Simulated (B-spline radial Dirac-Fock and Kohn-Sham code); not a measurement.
Anomalous scattering factors of La, 527.3 eV to 1.459 keV

The computed values come from a radial B-spline solver: the dispersion relation over Dirac-Hartree-Slater subshell photoionisation cross sections, with the Kissel-Pratt high-energy constant (isolated atom, no bound-bound lines or fine structure). The forward scattering factor is f₀ + f′ + i f″.

Edges near this range: M1 1362.0 eV, M2 1209.0 eV, M3 1128.0 eV, M4 853.0 eV, M5 836.0 eV.

```csv
hν (eV),λ (Å),f′ (e),f″ (e),tabulated f′,tabulated f″
527.3,23.51,-31.897,7.721,–,7.72
678.3,18.28,-33.682,7.081,–,6.92
856.7,14.47,-57.808,25.675,–,36.67
936.5,13.24,-31.819,31.484,–,32.42
938.7,13.21,-31.565,31.389,–,32.31
1000,12.40,-26.526,29.113,-27.12,29.61
1195,10.38,-19.939,27.261,-20.09,26.95
1242,9.983,-17.679,27.691,-17.73,27.06
1253.6,9.890,-17.159,27.407,-17.14,26.74
1258,9.856,?,?,?,?
1355,9.150,-14.742,25.062,-14.57,24.67
1368,9.063,-14.428,25.953,-14.06,24.96
1459,8.498,-11.491,24.060,-11.41,23.43
```

Question: What are f′ and f″ at 1258 eV?

Answer: f′ = -16.978 and f″ = 27.302 electrons (tables: -16.99 and 26.62). By the optical theorem f″ corresponds to a photoabsorption cross section 2 rₑ λ f″ = 1.52e+06 b.

Tabulated f′: xraylib 4.2 anomalous scattering factors (Cullen et al., EPDL97); f″: Chantler's tables (J. Phys. Chem. Ref. Data 1995 and 2000). Both are theoretical tables.
